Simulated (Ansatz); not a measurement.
The cluster Ge₃: single points at one geometry.

```yaml
crystal:
  periodic: [false, false, false]
  atoms:
    - {symbol: Ge, position_ang: [-0.378361, 0.571145, 1.499576]}
    - {symbol: Ge, position_ang: [-0.690323, -0.146028, -1.490030]}
    - {symbol: Ge, position_ang: [1.068684, -0.425118, -0.009546]}
basis:
  gaussian: {orbitals: def2-TZVP, initial_orbitals: start.molden}
hamiltonian: {xc: {name: B3LYP}, dispersion: d4}
scf: {omitted_lower_state_checks: [starts]}
output: {orbitals: {seedname: orbitals}}
```

The file start.molden holds the orbitals of an earlier run on this structure, at another level or in another basis.

```sh
$ ansatz run in.yaml --threads 2 --pin off --events-out ev --progress --plain --max-ram 4352MiB
```

It prints (some lines left out):

```
Functional definition: B3LYP
1167 factors; their error is unknown
mean field evaluation 1: about -169556.8674 eV, gradient 5.6e0 eV
mean field evaluation 2: about -169556.9109 eV, gradient 5.5e-2 eV
mean field evaluation 4: about -169557.5547 eV, gradient 7.9e-5 eV
mean field -169557.55471169 eV, -6231.1252054160 hartree, gradient 7.9e-5 eV, S^2 0.000000; 0 other end points of the search recorded, 0 dependent functions left out
reference -169557.55490543 eV, -6231.1252125360 hartree; 48, 48 occupied and 96, 96 virtual orbitals, 1167 factors
Total energy: -169557.79445521 eV, -6231.1340158282 hartree
Checks for a lower state left out: starts
```

Hardware: 2 threads of Intel Xeon Platinum 8488C on a shared host. Wall time 3.2 s.

First input, but with `gaussian: {orbitals: STO-3G, initial_orbitals: start.molden}`, `hamiltonian: {xc: hf}` (abridged; 0.5 s):

```
Functional definition: HF
mean field -167489.00678253 eV, -6155.1074711317 hartree, gradient 8.3e-6 eV, S^2 0.000000
Total energy: -167489.00678253 eV, -6155.1074711317 hartree
Checks for a lower state left out: starts
```

First input, but with `hamiltonian: {xc: {name: B97M-V}}` (abridged; 5.5 s):

```
Functional definition: B97M-V
mean field -169521.61688380 eV, -6229.8045146006 hartree, gradient 8.2e-5 eV, S^2 0.000000
Total energy: -169521.61692337 eV, -6229.8045160547 hartree
Checks for a lower state left out: starts
```

As the first input, with `hamiltonian: {xc: lda}` (abridged; 1.1 s):

```
Functional definition: SPW92
mean field -169296.73465360 eV, -6221.5402450714 hartree, gradient 1.7e-5 eV, S^2 0.000000
Total energy: -169296.73467785 eV, -6221.5402459627 hartree
Checks for a lower state left out: starts
```

The first input with `hamiltonian: {xc: {name: B2PLYP}}` and without the key `output` (abridged; 7 s):

```
Functional definition: B2PLYP
mean field -169517.42471242 eV, -6229.6504551440 hartree, gradient 2.8e-6 eV, S^2 0.000000
27 core orbitals not correlated: weight in the atoms' cores, before any rotation towards them, 1.000 or more for the frozen orbitals, at most 0.000 for the correlated occupied ones
second order -24.04810068 eV of doubles, -0.00000000 eV of singles
Total energy: -169523.91782448 eV, -6229.8890726112 hartree
Checks for a lower state left out: starts
```

The first input with `gaussian: {orbitals: def2-TZVPD, initial_orbitals: start.molden}`, `hamiltonian: {xc: r2scan, dispersion: d4}` (abridged; 4.3 s):

```
Functional definition: r2SCAN
mean field -169552.97497801 eV, -6230.9569033075 hartree, gradient 1.4e-5 eV, S^2 0.000000
Total energy: -169552.99916827 eV, -6230.9577922833 hartree
Checks for a lower state left out: starts
```

First input, but with `hamiltonian: {xc: r2scan, dispersion: d4}`, `output: {forces: true, orbitals: {seedname: orbitals}}` (abridged; 3.6 s):

```
Functional definition: r2SCAN
mean field -169552.94951712 eV, -6230.9559676373 hartree, gradient 2.2e-5 eV, S^2 0.000000
Total energy: -169552.97370555 eV, -6230.9568565457 hartree
Atom 0 force     0.200103    -0.161541    -0.293250 eV/Å
Atom 1 force     0.260666    -0.021801     0.288957 eV/Å
Atom 2 force    -0.460769     0.183341     0.004292 eV/Å
Dipole moment:    -0.064723     0.025749     0.000589 e Å
Checks for a lower state left out: starts
```

Geometry: PBE-D4/def2-TZVP.

B3LYP takes the VWN-RPA correlation. Correlated methods freeze 27 core orbitals; core or outer-core shells of Ge are correlated, in sets that lack core-valence functions. The restricted singlet is unstable towards broken spin symmetry in Hartree–Fock (as tested in another run); at HF/STO-3G this wasn't settled. The order of the spin states hangs on the level: the triplet lies 0.12 eV below the singlet at PBE0-D4/def2-TZVP, but 0.02 eV above it at B3LYP-D4/def2-TZVP. The structure comes from a short search, and lower isomers may exist.
